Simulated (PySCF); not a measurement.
Al(H)(Cl)(OH) (AlClH₂O), SMILES [OH][AlH][Cl].

Geometry optimised at B3LYP-D3(BJ)/def2-TZVP. One conformer was computed; it need not be the lowest.

All values below come from B3LYP/def2-TZVPD (PySCF).

Gas-phase values at a fixed geometry.

```yaml
total_energy: -779.27898 hartree
point_group: Cs
highest_occupied_level: -8.89 eV
lowest_empty_level: -1.08 eV
orbital_gap: 7.81 eV
dipole_moment: 0.69 D
quadrupole, principal values (traceless, Buckingham form, about the centre of nuclear charge): -8.22, 3.78, 4.45 D·Å
mean_static_polarisability: 44.3 bohr³ (6.57 Å³)
polarisability_principal_values: 37.7, 44.1, 51.2 bohr³
```
